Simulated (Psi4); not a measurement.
C₄H₅ (SMILES [CH2-]C#CC), charge -1, singlet, geometry from GFN2-xTB (a gas-phase anion, which may not be bound at this level), with bond 9-4 at 1.6 times its length. Base run: BLYP/3-21G run with Psi4 1.11.

Geometry (Å):
```xyz
9

C     -0.0269     0.0190     2.0010
C     -0.0090    -0.0405     0.6611
C      0.0079    -0.4245    -0.5335
C      0.0244     0.2361    -1.8660
H     -0.9563     0.0240     2.5713
H      0.8870     0.0304     2.5958
H     -0.0138     1.3466    -1.8505
H      0.9343    -0.0407    -2.4197
H     -1.3421    -0.3027    -2.8374
```
Charge -1, spin multiplicity 1.
All else is at Psi4's defaults (density fitting, Cartesian functions).
Base energy -154.31246 Eh.

The base run was repeated with changes; each row names its change, and settings that it needs were set with it.

```csv
change,ΔE vs base (µEh),SCF cycles,grid points,basis functions,outcome
base,0.0,11,192813,46,converged
basis_guess = true,0.0,1,192813,46,converged
dft_spherical_points = 434,-1.0,11,277042,46,converged
dft_spherical_points = 590,-0.4,11,376409,46,converged
e_convergence = 1e-8,0.0,12,192813,46,converged
guess = modhuckel,0.0,12,192813,46,converged
df_basis_scf = cc-pvtz-jkfit,96.0,11,192813,46,converged
diis_max_vecs = 3,-,-,-,46,not converged
dft_radial_points = 99,0.0,11,253585,46,converged
dft_radial_scheme = becke,0.3,11,169035,46,converged
level_shift = 1.0,0.0,19,192813,46,converged
e_convergence = 1e-10,0.0,13,192813,46,converged
dft_spherical_points = 194,2.6,11,123941,46,converged
```

A gas-phase anion may not be bound at this level; its values then depend on the basis.
